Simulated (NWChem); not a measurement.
CaCl$_{2}$; SMILES [Cl][Ca][Cl]

```xyz
3

Ca     0.0000     0.0000     0.2334
Cl     2.4166     0.0000    -0.1373
Cl    -2.4166     0.0000    -0.1373
```
Atoms are numbered in this order, from 1.

Structure relaxed at the PBE0/def2-SVP level.

Symmetry labels are those of C2v in the frame above (b1 and b2, or b-type labels, depend on it).

Question: List the 4 lowest vertical singlet excitations from PBE/6-31+G* (spherical d), full TDDFT (NWChem).

Answer: 
```
state  energy (eV)  oscillator strength  symmetry  leading excitation (squared amplitude)
-----  -----------  -------------------  --------  --------------------------------------
S1            4.20                0.054        b2                      HOMO → LUMO (1.00)
S2            4.21                0.051        a1                    HOMO−1 → LUMO (1.00)
S3            4.23                0.000        b1                    HOMO−2 → LUMO (0.97)
S4            4.24                0.000        a2                    HOMO−3 → LUMO (1.00)
```
